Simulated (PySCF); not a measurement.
## Computed spin Hamiltonian

C4H5FNSi (doublet state).
Cartesian coordinates in Å at the GFN2-xTB level; atoms count from 1:
```
atom  x, y, z in Å
N1     2.5603    0.3775    0.2083
Si2    0.8725    0.1255    0.0764
C3    -0.3487    0.7766   -1.1208
C4    -1.5747    0.2826   -0.7403
C5    -1.5658   -0.5450    0.4102
F6    -2.7330   -1.0628    0.8602
C7    -0.3723   -0.8066    1.0356
H8     3.1717    0.0968   -0.5408
H9     3.0089    0.2669    1.1026
H10   -0.2188    1.4131   -1.9763
H11   -2.4963    0.4934   -1.2558
H12   -0.3026   -1.4187    1.9146
```

The hyperfine couplings belong to this conformer and change with its torsions.

Identity: `N[Si]1C=CC(F)=C1` [radical].

Method: UKS B3LYP, pcH-1 on C F H N Si, non-relativistic, mean-field spin-orbit, GIAO (PySCF). One conformer (not necessarily the lowest) at the GFN2-xTB geometry, without solvent, vibrations or thermal averaging. Couplings are sensitive to structure, and on GFN2-xTB geometries they can be far from those on DFT ones, by a factor of two or more for some ions and for spin on atoms past the first row. No stability test was run, so a lower SCF solution isn't excluded.

```
g1, g2, g3                      : 2.00215, 2.00310, 2.00410
g_iso                           : 2.00312
Form of g                       : rhombic: the two nearest values differ by 49 % of g3 − g1
⟨S²⟩                            : 0.7559 (exact 0.7500)
α and β electrons               : 30, 29
HOMO–LUMO gap, α and β orbitals : 4.20, 3.28 eV
Total energy                    : -599.49673 Eh
```

Isotropic coupling and dipolar principal values T1 to T3, in mT; ρ(0) is the spin density at the nucleus (MHz turned into mT with g_iso):

```tsv
atom	isotope	a_iso	of which spin–orbit	T1	T2	T3	Mulliken spin population	ρ(0) (bohr⁻³)
N1	14N	0.13	0.00	-0.10	-0.10	0.20	0.03	0.0110
Si2	29Si	-2.93	0.03	-4.06	2.00	2.06	0.55	0.0931
C3	13C	-0.36	0.00	-0.35	-0.21	0.56	0.08	-0.0088
C4	13C	0.19	0.00	-0.61	-0.59	1.20	0.17	0.0048
C5	13C	0.48	0.00	-0.79	-0.75	1.54	0.21	0.0118
F6	19F	1.48	0.01	-3.00	-2.61	5.61	0.02	0.0098
C7	13C	-0.73	0.00	-0.21	0.07	0.14	-0.06	-0.0181
H8	1H	0.96	0.00	-0.14	-0.10	0.23	0.00	0.0060
H9	1H	0.10	0.00	-0.13	-0.08	0.21	0.00	0.0006
H10	1H	-0.25	0.00	-0.17	-0.05	0.22	0.00	-0.0016
H11	1H	-0.59	0.00	-0.33	-0.07	0.39	-0.01	-0.0037
H12	1H	0.04	0.00	-0.07	-0.01	0.07	0.00	0.0002
```

Largest spin populations (Mulliken): Si2 (+0.55), C5 (+0.21), C4 (+0.17) and C3 (+0.08). Three atoms exceed +0.15. The angles at Si2 add up to 360.0°, so it is planar.

The SMILES `N[Si]1C=CC(F)=C1` draws the unpaired electron on Si2, whose computed spin population is only +0.55.

Axes: g2 points within 6° of the C3–C4 bond.

Under fast tumbling the dipolar parts average out, and these isotropic splittings remain (the largest six): 1 × 19F (F6, I = 1/2, 2 lines) with 1.48 mT, 1 × 1H (H8, I = 1/2, 2 lines) with 0.96 mT, 1 × 1H (H11, I = 1/2, 2 lines) with 0.59 mT, 1 × 1H (H10, I = 1/2, 2 lines) with 0.25 mT, 1 × 14N (N1, I = 1, 3 lines) with 0.13 mT and 1 × 1H (H9, I = 1/2, 2 lines) with 0.10 mT.

H8 and H9 aren't averaged: N1 is flat or nearly so (angle sum 351°), and its turn about the short N1–Si2 bond (1.71 Å) is taken as slow.

The 13C coupling of C7 (-20.4 MHz) shows only in satellite lines or after enrichment, since that isotope makes up about 1.07 % of natural carbon.

The 29Si coupling of Si2 (-82.0 MHz) shows only in satellite lines or after enrichment, since that isotope makes up about 4.7 % of natural silicon.
